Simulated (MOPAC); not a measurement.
Input file for MOPAC: PM7 on CH6GeO2 (SMILES C[O][GeH2][OH]), a point of a torsion scan.

```
PM7 1SCF PRECISE CHARGE=0 THREADS=1
CH6GeO2

C      1.62795168 1    -0.17212803 1    -0.07144829 1
O      0.63402432 1     0.80049051 1     0.19885591 1
Ge    -1.07786757 1     0.57446877 1     0.33914087 1
O     -1.34930654 1    -1.13022691 1     0.07582443 1
H      2.16225399 1     0.11614974 1    -0.97856398 1
H      2.33047739 1    -0.19795973 1     0.76356875 1
H      1.19850146 1    -1.16501165 1    -0.20881698 1
H     -1.49301021 1     0.96454145 1     1.73355479 1
H     -1.75113949 1     1.38685730 1    -0.73583269 1
H     -2.24666331 1    -1.45019205 1     0.11537909 1
```

It printed:

```
*******************************************************************************
 **                                                                           **
 **                              MOPAC v23.2.5                                **
 **                                                                           **
 *******************************************************************************
 ** MOPAC's Digital Object Identifier: https://doi.org/10.5281/zenodo.6511958 **
 **                                                                           **
 ** Please cite the open-source release paper for use of this MOPAC version:  **
 ** J. E. Moussa and J. J. P. Stewart (2026)                                  **
 ** MOPAC: An open-source semiempirical molecular orbital program             **
 ** J. Open Source Softw., 11(119), 8025, https://doi.org/10.21105/joss.08025 **
 *******************************************************************************

                              PM7 CALCULATION RESULTS

 *******************************************************************************
 *  PM7        - The PM7 Hamiltonian to be used
 *
 *
 *
 *                 CHARGE ON SYSTEM = 0
 *
 *
 *
 *  PRECISE    - TIGHTER CRITERIA TO BE USED
 *  1SCF       - DO 1 SCF AND THEN STOP
 *  THREADS=1  - MULTI-THREADING NOT USED
 *  T=         - A TIME OF 172800.0 SECONDS REQUESTED
 *  DUMP=N     - RESTART FILE WRITTEN EVERY 7200.0 SECONDS REQUESTED
 *******************************************************************************
PM7 1SCF PRECISE CHARGE=0 THREADS=1
 CH6GeO2

   ATOM   CHEMICAL          X               Y               Z
  NUMBER   SYMBOL      (ANGSTROMS)     (ANGSTROMS)     (ANGSTROMS)

     1       C          1.62795168  *  -0.17212803  *  -0.07144829  *
     2       O          0.63402432  *   0.80049051  *   0.19885591  *
     3      Ge         -1.07786757  *   0.57446877  *   0.33914087  *
     4       O         -1.34930654  *  -1.13022691  *   0.07582443  *
     5       H          2.16225399  *   0.11614974  *  -0.97856398  *
     6       H          2.33047739  *  -0.19795973  *   0.76356875  *
     7       H          1.19850146  *  -1.16501165  *  -0.20881698  *
     8       H         -1.49301021  *   0.96454145  *   1.73355479  *
     9       H         -1.75113949  *   1.38685730  *  -0.73583269  *
    10       H         -2.24666331  *  -1.45019205  *   0.11537909  *



          CARTESIAN COORDINATES

    NO.       ATOM           X           Y           Z

     1         C          1.6280     -0.1721     -0.0714
     2         O          0.6340      0.8005      0.1989
     3        Ge         -1.0779      0.5745      0.3391
     4         O         -1.3493     -1.1302      0.0758
     5         H          2.1623      0.1161     -0.9786
     6         H          2.3305     -0.1980      0.7636
     7         H          1.1985     -1.1650     -0.2088
     8         H         -1.4930      0.9645      1.7336
     9         H         -1.7511      1.3869     -0.7358
    10         H         -2.2467     -1.4502      0.1154

 General Reference for PM7:
 "Optimization of Parameters for Semiempirical Methods VI: More Modifications to the
 NDDO Approximations and Re-optimization of Parameters", J. J. P. Stewart, J. Mol. Mod., 1:32, 19 (2013)
 https://link.springer.com/article/10.1007/s00894-012-1667-x

           Empirical Formula: C H6 O2 Ge  =    10 atoms



      MOLECULAR POINT GROUP   :   Cs


      RHF CALCULATION, NO. OF DOUBLY OCCUPIED LEVELS = 13


 -------------------------------------------------------------------------------
 PM7 1SCF PRECISE CHARGE=0 THREADS=1
 CH6GeO2



     1SCF WAS SPECIFIED, SO BFGS WAS NOT USED
     SCF FIELD WAS ACHIEVED


                              PM7 CALCULATION
                                                       MOPAC v23.2.5 Linux




          FINAL HEAT OF FORMATION =        -89.59392 KCAL/MOL =    -374.86097 KJ/MOL


          COSMO AREA              =        115.97 SQUARE ANGSTROMS
          COSMO VOLUME            =        103.71 CUBIC ANGSTROMS

          IONIZATION POTENTIAL    =          9.563886 EV
          HOMO LUMO ENERGIES (EV) =         -9.564 -0.456
          NO. OF FILLED LEVELS    =         13
          MOLECULAR WEIGHT        =        122.6472         POINT GROUP:  Cs

          MOLECULAR DIMENSIONS (Angstroms)

            Atom       Atom       Distance
            H    10    H     5     4.80507
            H     6    H     9     3.61717
            H     7    H     8     2.94760


          SCF CALCULATIONS        =          1





   ATOM   CHEMICAL          X               Y               Z
  NUMBER   SYMBOL      (ANGSTROMS)     (ANGSTROMS)     (ANGSTROMS)

     1       C          1.62795168  *  -0.17212803  *  -0.07144829  *
     2       O          0.63402432  *   0.80049051  *   0.19885591  *
     3      Ge         -1.07786757  *   0.57446877  *   0.33914087  *
     4       O         -1.34930654  *  -1.13022691  *   0.07582443  *
     5       H          2.16225399  *   0.11614974  *  -0.97856398  *
     6       H          2.33047739  *  -0.19795973  *   0.76356875  *
     7       H          1.19850146  *  -1.16501165  *  -0.20881698  *
     8       H         -1.49301021  *   0.96454145  *   1.73355479  *
     9       H         -1.75113949  *   1.38685730  *  -0.73583269  *
    10       H         -2.24666331  *  -1.45019205  *   0.11537909  *

                             CARTESIAN COORDINATES

   1    C        1.627951680    -0.172128030    -0.071448290
   2    O        0.634024320     0.800490510     0.198855910
   3   Ge       -1.077867570     0.574468770     0.339140870
   4    O       -1.349306540    -1.130226910     0.075824430
   5    H        2.162253990     0.116149740    -0.978563980
   6    H        2.330477390    -0.197959730     0.763568750
   7    H        1.198501460    -1.165011650    -0.208816980
   8    H       -1.493010210     0.964541450     1.733554790
   9    H       -1.751139490     1.386857300    -0.735832690
  10    H       -2.246663310    -1.450192050     0.115379090


           Empirical Formula: C H6 O2 Ge  =    10 atoms



      MOLECULAR POINT GROUP   :   Cs


                  EIGENVALUES
 -27.67256 -27.17345 -23.14730 -19.02901 -15.90665 -14.78364 -14.75772 -14.04750
 -12.91486 -11.32193 -10.78368 -10.42884  -9.56389  -0.45620   0.24978   1.77624
   2.66592   4.81376   6.27281   6.39587   6.41818   6.93497


              NET ATOMIC CHARGES AND DIPOLE CONTRIBUTIONS

  ATOM NO.   TYPE          CHARGE      No. of ELECS.   s-Pop       p-Pop
    1          C          -0.068673        4.0687     1.06724     3.00144
    2          O          -0.645813        6.6458     1.76215     4.88367
    3         Ge           0.525548        3.4745     1.11548     2.35897
    4          O          -0.799269        6.7993     1.74587     5.05340
    5          H           0.114120        0.8859     0.88588
    6          H           0.113938        0.8861     0.88606
    7          H           0.129799        0.8702     0.87020
    8          H           0.138524        0.8615     0.86148
    9          H           0.138542        0.8615     0.86146
   10          H           0.353284        0.6467     0.64672
 DIPOLE           X         Y         Z       TOTAL
 POINT-CHG.    -2.808     1.696     0.583     3.331
 HYBRID         0.027    -0.475    -0.083     0.483
 SUM           -2.780     1.220     0.499     3.077


          ATOMIC ORBITAL ELECTRON POPULATIONS

     Atom    s        px        py        pz
    1  C   1.06724   0.92232   0.97297   1.10614
    2  O   1.76215   1.38523   1.55868   1.93976
    3 Ge   1.11548   0.62123   0.62929   1.10845
    4  O   1.74587   1.48951   1.59773   1.96617
    5  H   0.88588
    6  H   0.88606
    7  H   0.87020
    8  H   0.86148
    9  H   0.86146
   10  H   0.64672

 **********************
 *                    *
 * JOB ENDED NORMALLY *
 *                    *
 **********************




 == MOPAC DONE ==
```

The run finished.

Cost: very roughly 0.020 core-seconds.
